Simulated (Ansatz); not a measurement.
Reaction (cleavage of the Ga–Si bond): `[SiH3]O[SiH2][GaH2]` + `[OH][SbH2]` → `[GaH2][O][SbH2]` + `[SiH3]O[SiH3]`

Computed with Ansatz on PBE0-D4/def2-TZVP structures; ΔE is electronic, products minus reactants. CCSD(T)/CBS adds triple-zeta CCSD(T) − MP2 to the extrapolated MP2 energy (def2 sets, frozen cores). Elements past krypton have def2 core potentials. For Ga, Sb outer-core shells are correlated without core-valence functions, which leaves a few kJ/mol of doubt a bond. Scalar relativity is left out up to krypton. Each species was taken in one conformer, which may not be the lowest.

| species | CCSD/def2-SVP energy (Eh) |
| --- | --- |
| `[SiH3]O[SiH2][GaH2]` | -2580.25734 |
| `[OH][SbH2]` | -316.11694 |
| `[GaH2][O][SbH2]` | -2239.92706 |
| `[SiH3]O[SiH3]` | -656.48566 |

(1) Work out ΔE.

Largest T1 diagnostic among the species: 0.016.

Results:

(1) ΔE = (-2239.92706) + (-656.48566) − (-2580.25734) − (-316.11694) = -0.03844 Eh = -100.9 kJ/mol. CCSD(T)/CBS gives -72.4 kJ/mol.

Leaving LDA and LC-ωPBE aside and taking each functional with its dispersion term where it has one, the values, not all of them listed here, spread over 35.4 kJ/mol, from B2PLYP to PBE-D4. LDA lies +11.2 kJ/mol from PBE without D4. At CCSD(T), def2-SVP lies −26.6 kJ/mol from the extrapolated value and def2-TZVPP −4.0 kJ/mol.
